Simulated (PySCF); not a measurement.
A calculated (PBE0, PySCF 2.14, cc-pVDZ-X2C, the spin-free X2C one-electron Hamiltonian (Gaussian nucleus)) atom or ion has these occupied shells.

```csv
shell,electrons,orbital energy (eV),"rms radius, mean of both spins (bohr)"
1s α,1,-61205.8,0.0223
1s β,1,-61205.8,0.0223
2s α,1,-10409.2,0.0901
2s β,1,-10409.2,0.0901
2p α,3,-9198.6,0.0815
2p β,3,-9198.6,0.0815
3s α,1,-2366.5,0.231
3s β,1,-2366.5,0.231
3p β,3,-1997.9,0.232
3p α,3,-1997.9,0.232
3d β,5,-1537.1,0.212
3d α,5,-1537.1,0.212
4s α,1,-477.23,0.519
4s β,1,-477.22,0.519
4p β,3,-355.04,0.552
4p α,3,-355.04,0.552
4d β,5,-190.75,0.605
4d α,5,-190.74,0.605
5s α,1,-64.403,1.29
5s β,1,-64.292,1.29
5p α,3,-36.030,1.55
5p β,3,-35.897,1.55
4f α,7,-11.896,0.909
4f β,7,-11.880,0.909
6s α,1,-10.177,3.86
```

Question: Name the element and its charge.

Answer: Yb⁺ (ytterbium, charge +1), in [Xe] 4f14 6s1, 2S determinant.
